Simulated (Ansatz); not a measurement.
Species: C$_{4}$H$_{2}$BrSe (charge 0, doublet). It need not be the lowest isomer of its formula. SMILES: Brc1[c]cc[se]1
Geometry: optimised at B3LYP-D3(BJ)/def2-TZVP (Ansatz, a quantum-chemistry and plane-wave program).

Wanted: atomisation energy (electronic, to ground-state atoms), in kJ/mol. Cores are frozen in the correlated levels unless marked. UHF or UKS for open shells. No spin-orbit coupling. The frozen core is the preceding noble-gas configuration, with the filled d and f shells of earlier blocks. No relativistic terms. The coupled-cluster limit lacks core correlation, which all-electron functionals hold. CBS marks a two-point X^-3 extrapolation of the correlation energy; Hartree-Fock from the larger set.

```csv
level,program,atomisation energy (kJ/mol)
HF/6-31G*,Ansatz,2221.2
HF/cc-pVDZ,Ansatz,2183.9
PBE-D3(BJ)/def2-TZVPD,Ansatz + dftd3,3484.8
B3LYP-D3(BJ)/def2-TZVPD,Ansatz + dftd3,3283.0
PBE0/def2-TZVP,Ansatz,3349.0
r2SCANh-D4/def2-TZVPD,Ansatz + dftd4,3311.7
r2SCANh/def2-TZVPD,Ansatz,3304.6
```

Q: Estimate the value at CCSD(T)/CBS(cc-pVTZ,cc-pVQZ) as computed with Ansatz.

A: 3261.0 kJ/mol
